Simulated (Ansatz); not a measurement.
Consider the substitution at a C–S bond: `NC(O)S[SiH3]` + `O[SiH3]` → `NC(O)O[SiH3]` + `[SiH3]S`.

Program: Ansatz. Geometries: PBE0-D4/def2-TZVP. ΔE: electronic, gas phase. CBS: MP2 limit from def2 TZ/QZ plus the TZ coupled-cluster correction, frozen cores. DFT in def2-TZVPP. B3LYP here is the variant with VWN-RPA as its local correlation; programs differ in this. One conformer a species, not always the lowest.

```csv
level,ΔE (kJ/mol),difference from CCSD(T)/CBS
B3LYP-D4,-7.7,-3.0
ωB97M-V,-10.2,-5.5
PBE,-3.2,1.5
HF/def2-TZVPP,-28.6,-23.9
MP2/def2-TZVPP,-2.9,1.8
SCS-MP2/def2-TZVPP,-7.9,-3.2
CCSD(T)/def2-TZVPP,-10.8,-6.1
HF/def2-QZVPP,-28.3,-23.6
MP2/def2-QZVPP,0.7,5.4
HF/CBS(def2),-28.3,-23.6
CCSD(T)/CBS,-4.7,0
```

Largest T1 diagnostic among the species: 0.012.

The D4 term adds +4.2 kJ/mol with B3LYP and +2.1 kJ/mol with PBE0; it sums over pairs of atoms, weighted by their polarisabilities, and B3LYP, whose exchange is more repulsive, gets the larger term. From PBE to PBE0 (25 % exact exchange), in def2-TZVPP and without D4, ΔE moves by −4.9 kJ/mol. In def2-TZVPP, CCSD(T) changes the Hartree–Fock value by +17.9 kJ/mol (the triples alone add +3.7 kJ/mol) and MP2 by +25.7 kJ/mol.
